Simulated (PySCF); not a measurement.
## [Pb(CN)]+ at several levels of theory

Computed with PySCF 2.14.0 (density fitting, no spin-orbit coupling) at the geometry relaxed with BP86:

```xyz
3
[Pb(CN)]+ (singlet)
Pb    0.0000    0.0000   -0.2216
C     0.0000    0.0000    2.0177
N     0.0000    0.0000    3.2012
```

```csv
level,basis,state,HOMO (eV),gap (eV),charge on Pb1 (e),dipole about the centre of mass (D),largest force component (eV/Å)
BP86,"Pb def2-SVP with ECP60, C def2-SVP, N def2-SVP",singlet,-13.05,2.67,1.20,3.75,0.00
BP86,"Pb def2-TZVP with ECP60, C def2-TZVP, N def2-TZVP",singlet,-13.13,2.72,1.22,3.93,0.88
BP86,"Pb x2c-SVPall, C x2c-SVPall, N x2c-SVPall",singlet,-13.05,2.66,1.25,3.77,0.31
```

Charges are Mulliken's, which hang on the basis. The relaxation used the grid (50, 194), these runs (75, 302) or, all-electron (x2c bases, spin-free X2C Hamiltonian), (99, 590).

Q: Order these levels, in the first row's basis, by the HOMO–LUMO gap they give here, smallest first.
A. B3LYP
B. TPSSh
C. r2SCAN
D. PBE0

A: C (3.22 eV), B (3.79 eV), A (4.39 eV), D (4.93 eV).

Q: And their other results?

A: 
| level | state | HOMO (eV) | gap (eV) | charge on Pb1 (e) | dipole about the centre of mass (D) | largest force component (eV/Å) |
| --- | --- | --- | --- | --- | --- | --- |
| B3LYP | singlet | -14.23 | 4.39 | 1.23 | 4.11 | 1.60 |
| PBE0 | singlet | -14.47 | 4.93 | 1.27 | 4.27 | 1.92 |
| r2SCAN | singlet | -13.30 | 3.22 | 1.26 | 4.08 | 1.17 |
| TPSSh | singlet | -13.64 | 3.79 | 1.26 | 4.10 | 1.14 |

In the first row's basis the gap widens with exact exchange: 2.7 to 3.2 eV for BP86, r2SCAN (none); 3.8 to 4.9 eV for TPSSh, B3LYP, PBE0 (a fixed share).
